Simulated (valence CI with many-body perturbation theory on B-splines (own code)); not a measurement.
**Sensitivity of CI+MBPT for W XLIV**

Calculated by relativistic CI+MBPT: three valence electrons over a frozen Dirac-Fock core [Ar] 3d10, a basis of 6 s, 6 p, 5 d, 3 f, 1 g functions for each j, with the one-electron correlation potential Σ1, the two-electron term Σ2, the three-electron term Σ3, Breit, model QED; selected CI, second order for the rest, scaled by the run's own slope (own B-spline code, finite nucleus).

No measured spectrum was set against this ion. As an estimate, large intervals hold to a few tenths of a per cent, small ones and those within an open d or f shell to about a per cent.

The reference run has the lowest level (4s^2 4p1/2) J=1/2 and an ionisation energy of 2207.57 eV. Its largest variational space holds 2882 state functions.

Levels are named by their leading jj configuration (3d3/2^4 stands for four electrons in 3d with j = 3/2), which in mixed levels can hold well under half, so a name can repeat and another be missing. Letters in brackets count levels of one name in rising energy.

Changed runs:
A. selection threshold (hartree) 2e-08 → 2e-07
B. box radius (bohr) 2.6047 → 4.84
C. logarithmic knot step 0.27 → 0.4
D. closed core [Ar] 3d10 → [Ar] 3d10 4s1 (bad on purpose)

Excitation energies of the reference run in cm⁻¹, and shifts in cm⁻¹:

```csv
Level,Reference,A,B,C
(4s 4p1/2^2) J=1/2,780394,0,-0.2,-16
(4s^2 4p3/2) J=3/2,791899,0,+0.2,-3.0
(4s 4p1/2 4p3/2) J=3/2 [a],1466260,0,-0.2,-18
(4s 4p1/2 4p3/2) J=5/2,1533910,0,-0.1,-18
(4s 4p1/2 4p3/2) J=3/2 [b],1629790,0,-0.1,-19
(4s 4p1/2 4p3/2) J=1/2,1650180,+0.1,-0.1,-19
(4s^2 4d3/2) J=3/2,2088080,0,-0.1,-15
(4s^2 4d5/2) J=5/2,2207160,0,-0.1,-17
(4s 4p3/2^2) J=5/2,2347640,0,0,-20
(4p1/2^2 4p3/2) J=3/2,2412820,0,-0.3,-35
(4s 4p3/2^2) J=1/2,2441890,+0.2,+0.4,-22
(4s 4p3/2^2) J=3/2,2471530,+0.1,+0.1,-22
Ionisation energy (eV),2207.57,0,-0.00046,-0.0047
```

Run D: It gave no result: the perturbation theory needs a core of closed shells. The program said: "the core must hold closed shells only".
